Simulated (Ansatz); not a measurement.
Species: sum formula TiOF2, charge 0, multiplicity 1. SMILES: [Ti]([F])([F])=[O]
Geometry from a B3LYP-D3(BJ)/def2-TZVP (Ansatz, a program for electronic structure) optimisation:
```
Ti
O 1 1.6049
F 1 1.7992 2 115.99
F 1 1.7992 2 115.99 3 172.86
```
Charge 0, spin multiplicity 1.

Quantity: vertical electron affinity (to the doublet state of charge -1; a negative value means that the extra electron is unbound and the number depends on the basis; each state is the SCF solution reached for its spin; for the singlet T1 is 0.029), in eV. Correlated levels leave the core frozen unless marked. UHF or UKS for open shells. No spin-orbit coupling. Frozen are the shells of the preceding noble gas and the d and f shells that filled before the atom's block. Non-relativistic. Anions need diffuse functions: def2-D sets add few. 

| level | program | vertical electron affinity (eV) |
|---|---|---|
| HF/def2-QZVPPD | Ansatz | 1.74 |
| B3LYP/def2-TZVPD | Ansatz | 1.80 |
| wB97M-V/def2-TZVPD | Ansatz | 1.68 |
| B2PLYP/def2-TZVPD | Ansatz | 1.38 |
| CCSD/def2-SVPD | Ansatz | 1.64 |
| CCSD(T)/def2-SVPD | Ansatz | 1.40 |
